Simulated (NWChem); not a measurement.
**Correlation energy of N-methylmethanimine (C₂H₅N)**

```
N
C 1 1.2642
H 2 1.1005 1 119.76
H 2 1.1112 3 116.64 1 180.00
C 1 1.4441 2 118.78 3 180.00
H 5 1.1032 1 109.26 2 122.08
H 5 1.1032 6 106.23 1 -117.75
H 5 1.1102 6 108.73 7 -116.87
```
Charge 0, spin multiplicity 1.

All runs are NWChem calculations. All single points use one geometry, from B3LYP/def2-SVP, a minimum by its harmonic frequencies.

Basis set: STO-3G. Each correlation energy counts from its own Hartree-Fock reference.

The correlated methods keep 3 core orbitals frozen. Coupled-cluster values serve here as a point of comparison, not as the truth.

Question: One of these methods gave a correlation energy of -172.4 mHa. Which?
A. CR-CCSD[T]
B. CCSD
C. MP2
D. SCS-MP2

Answer: C, MP2. The others give -185.3 (SCS-MP2), -221.5 (CR-CCSD[T]), -219.9 (CCSD).
